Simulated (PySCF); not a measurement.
**Radial density of O (oxygen, neutral)**

UHF, [He] 2s2 2p4, high-spin 3P determinant. All numbers are calculated (PySCF 2.14, no relativity, point nucleus, in 6-31G* (3s2p1d, 14 functions)).

| r (bohr) | 4πr²ρ (e/bohr) | 4πr²(ρα − ρβ) |
| --- | --- | --- |
| 0.00364 | 0.04787 | 0.0001 |
| 0.00612 | 0.1322 | 0.0002 |
| 0.0103 | 0.3523 | 0.0004 |
| 0.0173 | 0.8863 | 0.0011 |
| 0.0291 | 2.084 | 0.0026 |
| 0.0490 | 4.297 | 0.0064 |
| 0.0823 | 7.204 | 0.0171 |
| 0.139 | 8.506 | 0.0632 |
| 0.233 | 5.943 | 0.2645 |
| 0.392 | 3.132 | 0.7953 |
| 0.659 | 4.315 | 1.5403 |
| 1.11 | 4.239 | 1.3503 |
| 1.86 | 1.425 | 0.4215 |
| 3.14 | 0.1507 | 0.0479 |
| 5.28 | 6.422e-05 | 0.0000 |
